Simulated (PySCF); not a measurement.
**How methods differ on the excitation energy of Ca**

Ca [Ar] 4s2 (1S) → Ca [Ar] 4p2 (3P), as a difference of total energies. Computed with PySCF 2.14 in aug-cc-pVDZ-X2C (6s5p3d, 36 functions), with the spin-free X2C one-electron Hamiltonian (Gaussian nucleus). Correlated levels: valence: [Ar] frozen. The calculations carry no spin-orbit coupling.

```json
{"method": "UHF", "excitation energy (eV)": "4.181", "error (eV)": "-0.593"}
{"method": "MP2 (valence)", "excitation energy (eV)": "4.555", "error (eV)": "-0.219"}
{"method": "SCS-MP2 (valence)", "excitation energy (eV)": "4.719", "error (eV)": "-0.055"}
{"method": "CCSD (valence)", "excitation energy (eV)": "4.588", "error (eV)": "-0.186"}
```

Reference: 4.774 eV (measured; NIST levels, between the centres of gravity of the two terms).

Errors of the correlated levels include the incompleteness of this basis and the frozen core.

With two correlated electrons CCSD is exact in that space.

The coupled-cluster amplitudes are large for the upper state (T1 above 0.03 or a double amplitude above 0.15), so a single reference is strained.
